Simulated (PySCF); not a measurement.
B2Cl3, SMILES Cl[B]B(Cl)Cl (connectivity only; charge and spin as stated), charge +1, multiplicity 1. Atoms are numbered in the order given.

```xyz
5

Cl     0.0000     0.0000    -2.6771
B      0.0000     0.0000    -1.0492
B      0.0000     0.0000     0.6439
Cl     0.0000    -1.5480     1.3981
Cl     0.0000     1.5480     1.3981
```
Charge +1, spin multiplicity 1.

Coordinates come from a PBE-D3(BJ)/def2-SVP optimisation. The multiplicity is an assumed one; other spin states were not compared. The isomer is the one that the SMILES or the coordinates give; other isomers of the formula were not compared. The values are those of a single conformer.

Two levels are set side by side: PBE/pcSseg-1 (PySCF) and HF/pcSseg-1 (PySCF). GIAO shifts against BF3 (¹¹B), HCl (³⁵Cl) at the same level; non-relativistic, no solvent, atoms listed together averaged. Without spin–orbit terms, shifts of atoms bonded to Cl or Br come out too high at both levels. Differences are taken from unrounded values.

```tsv
quantity	HF
δ(³⁵Cl) of Cl1 (ppm)	312.9
δ(¹¹B) of B2 (ppm)	54.8
δ(¹¹B) of B3 (ppm)	42.8
δ(³⁵Cl) of Cl4, Cl5 (ppm)	335.3
```

**Question.** What does PBE give, and how far is it from HF? (Estimate from the structure and the level; the computed values follow.)

**Answer.** 
```json
[
 {"quantity": "δ(³⁵Cl) of Cl1 (ppm)", "PBE": "356.4", "PBE minus HF": "43.6"},
 {"quantity": "δ(¹¹B) of B2 (ppm)", "PBE": "38.2", "PBE minus HF": "-16.6"},
 {"quantity": "δ(¹¹B) of B3 (ppm)", "PBE": "37.9", "PBE minus HF": "-4.9"},
 {"quantity": "δ(³⁵Cl) of Cl4, Cl5 (ppm)", "PBE": "586.6", "PBE minus HF": "251.3"}
]
```

Rough cost on one machine, each run with all the roots and properties that it gave: HF against PBE within a factor of 2.
